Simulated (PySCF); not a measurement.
WO2F, SMILES [O]=[W+]([F])=[O], charge +1, multiplicity 1. Geometry optimised at r2SCAN-D4/def2-TZVP. The spin state was assumed, not searched. The isomer is the one that the SMILES or the coordinates give; other isomers of the formula were not compared. The def2 effective core potentials stand for the cores of W; spin–orbit coupling is left out.

Computed equilibrium geometry at r2SCAN-D4/def2-TZVP (PySCF confirms it by a frequency run) as Cartesian coordinates in Å, and its point group:
point group Cs.
```xyz
4

W      0.0375     0.1748     0.0000
O      0.7657    -0.5667    -1.3179
O      0.7657    -0.5667     1.3179
F     -1.6700    -0.4297     0.0000
```
Charge +1, spin multiplicity 1.
